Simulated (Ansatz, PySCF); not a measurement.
Molecule: Si$_{2}$H$_{3}$, net charge 1, singlet state. 
Coordinates optimised at B3LYP-D3(BJ)/def2-TZVP (Ansatz, a program for electronic structure):
```xyz
5

Si     1.3569    -0.0015    -0.0415
Si    -1.0518     0.0011     0.0322
H     -1.4316     1.4029    -0.2563
H     -1.3828    -0.4394     1.4065
H     -1.4576    -0.9589    -1.0196
```
Charge +1, spin multiplicity 1.

Total electronic energies in hartree. Valence correlation only, unless marked. Spin-orbit coupling is left out. No relativistic terms. Basis-set limits of correlation are two-point, X^-3; Hartree-Fock from the larger set. [CCSD(T)-MP2]/basis is that difference in the basis named.

The Hartree-Fock reference is unstable (checked in the largest basis), which strains HF and MP2. 

```
level                                                              program  energy (Eh)
----------------------------------------------------------  --------------  -----------
HF/aug-cc-pV(D+d)Z                                                  Ansatz   -579.27183
HF/def2-TZVPPD                                                      Ansatz   -579.27892
PBE/def2-TZVPD                                                       PySCF   -580.11211
PBE-D3(BJ)/def2-TZVPD                                       Ansatz + dftd3   -580.11554
revPBE-D4/def2-TZVPD                                        Ansatz + dftd4   -580.30759
revPBE/def2-TZVPD                                                   Ansatz   -580.30064
BP86/def2-TZVPD                                                      PySCF   -580.47115
B3LYP-D3(BJ)/def2-TZVPD                                     Ansatz + dftd3   -580.46931
PBE0/def2-TZVP                                                      Ansatz   -580.16525
PBE0/def2-QZVPP                                                     Ansatz   -580.18496
BHLYP-D3(BJ)/def2-TZVPD                                     Ansatz + dftd3   -580.42661
r2SCAN0/def2-TZVPD                                                  Ansatz   -580.34169
B2PLYP-D4/def2-TZVPD                                        Ansatz + dftd4   -580.17231
MP2/cc-pV(Q+d)Z                                                     Ansatz   -579.49830
RI-MP2/aug-cc-pV(T+d)Z                                              Ansatz   -579.48263
SCS-MP2/6-31G*                                                      Ansatz   -579.36504
CCSD/cc-pV(D+d)Z                                                    Ansatz   -579.46961
CCSD/CBS(def2-TZVPP,def2-QZVPP)                                     Ansatz    -579.5480
CCSD(T)/cc-pV(D+d)Z                                                 Ansatz   -579.47473
CCSD(T) with core electrons (1s frozen past Ne)/cc-pwCVTZ           Ansatz   -580.05048
RI-MP2/CBS(def2-TZVPP,def2-QZVPP)+[CCSD(T)-MP2]/def2-SVP            Ansatz    -579.5595
RI-MP2/CBS(def2-TZVPP,def2-QZVPP)+[CCSD(T)-MP2]/def2-TZVPP          Ansatz    -579.5617
CCSD(T)/CBS(def2-TZVPPD,def2-QZVPPD)                                Ansatz    -579.5566
```

Totals of different functionals don't rank their quality; only differences between species are comparable.
